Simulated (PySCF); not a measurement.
A run for PySCF: R-HF/3-21G on CH2O2 (a complex), monomers drawn apart or pushed together.

```python
from pyscf import gto, scf, dft, mp
from pyscf.data.elements import chemcore

mol = gto.M(
    atom='''
    O     0.50265137   -0.48885925   -0.95778760
    C    -0.00848716    0.07421414   -0.08262689
    O    -0.52000355    0.63784891    0.79265810
    H    -0.10193539    0.01907441    3.92514373
    H     0.13239380   -0.28231925    4.56403965
    ''',
    basis='3-21g',
    charge=0, spin=0, verbose=3, max_memory=1800)
mf = scf.RHF(mol)
mf.conv_tol = 1e-8
mf.max_cycle = 100
mf.kernel()
if not mf.converged:
    mf = mf.newton().run(mf.mo_coeff, mf.mo_occ)
```

The log:

```
converged SCF energy = -187.684624238153
```

The run converged.

Cost: about 0.14 core-seconds (a rough figure).
